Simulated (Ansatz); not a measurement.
Basis sets compared for the cluster Be₂I₂⁺ (the lowest doublet isomer of a short search). Charge 1, multiplicity 2. Geometry r2SCAN-D4/def2-TZVP. Ansatz on 4 threads of Arm Neoverse N1 on a shared host; times are rough, and most runs start from earlier orbitals.

```xyz
4

Be   -0.305   -0.817   -2.285
Be    0.114    0.314    0.854
I    -0.178    1.309   -1.192
I     0.369   -0.806    2.622
```

In the def2 sets I takes a core potential; there is no spin–orbit coupling. The structure comes from a short search, and lower isomers may exist.

```
           level  functions  energy (Eh)  HOMO (eV)  LUMO (eV)  wall time
 PBE-D4/def2-SVP         70    -624.5453     -10.32      -8.30      1.7 s
PBE0-D4/def2-SVP         70    -624.6083     -11.37      -7.55      2.5 s
```

Estimate the rows for PBE-D4/def2-TZVP, PBE0-D4/def2-TZVP (with forces).


```csv
level,functions,energy (Eh),HOMO (eV),LUMO (eV),wall time
PBE-D4/def2-TZVP,138,-624.5998,-10.34,-8.29,2.9 s
PBE0-D4/def2-TZVP (with forces),138,-624.6635,-11.38,-7.53,4.9 s
```
